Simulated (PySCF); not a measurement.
Input for PySCF: R-B3LYP/LANL2DZ on H4OSeSi (SMILES [SiH3]O[SeH]), a point of a torsion scan.

```python
from pyscf import gto, scf, dft, mp
from pyscf.data.elements import chemcore

mol = gto.M(
    atom='''
    Si    0.80414119   -0.22782683    0.07421781
    O    -0.30861283    0.94362715   -0.19032018
    Se   -2.11782394    0.98972617    0.03366442
    H     0.48160839   -1.43035312   -0.69578018
    H     1.95639785    0.51019873   -0.42450387
    H     0.86569500   -0.56096970    1.49767219
    H    -2.36103876    1.26375541   -1.37808324
    ''',
    basis='lanl2dz',
    ecp={'Se': 'lanl2dz', 'Si': 'lanl2dz'},
    charge=0, spin=0, verbose=3, max_memory=1800)
mf = dft.RKS(mol, xc='b3lyp')
mf.conv_tol = 1e-8
mf.max_cycle = 100
mf.kernel()
if not mf.converged:
    mf = mf.newton().run(mf.mo_coeff, mf.mo_occ)
```

The log:

```
converged SCF energy = -90.6907185422619
```

Self-consistency was reached.

Cost: very roughly 4 core-seconds.
